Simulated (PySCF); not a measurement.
Compound: 1,3,5-trifluorobenzene, C₆H₃F₃.
SMILES: `Fc1cc(F)cc(F)c1`

Level of theory: wB97X-D/def2-SVPD in PySCF (dipole) on a GFN2-xTB geometry, gas phase.

Take the most abundant isotopes and a rigid rotor. 

(1) What are A, B and C (MHz)?

(2) Classify the top.

(3) What does the inertial defect say?

Answers

(1) Ia = 286.94, Ib = 287.04, Ic = 573.98 u·Å²; 505379 MHz·u·Å²/I gives A = 1761, B = 1761, C = 880.5 MHz.

(2) An oblate symmetric top, as the point group D3h requires two equal moments; the computed ones differ by 0.04 % because the geometry is symmetric only within the optimiser's tolerance. Ray's parameter κ = (2B − A − C)/(A − C) = 0.999; −1 is the prolate and +1 the oblate limit.

(3) Planar: Δ = Ic − Ia − Ib = 0.00 u·Å². For a rigid frame Δ = −2 Σ m c², so it vanishes when all atoms lie in the ab plane; here none is more than 0.01 Å from it.

The point group D3h allows no dipole (computed: 0.00 D), so a rigid rotor has no electric-dipole lines.

Question: Estimate the classical rotational partition function at 25 K, 100 K and 298.15 K.

Answer: Point group D3h, symmetry number σ = 6; q = (√π/σ)·√((kT/h)³/(ABC)), k/h = 20836.6 MHz/K: 2130 at 25 K, 17000 at 100 K, 87500 at 298.15 K.

No GFN2-xTB frequencies stand behind this structure, so it isn't proved a minimum. No vibrational averaging or centrifugal distortion is included, and the geometry carries the error of its method.
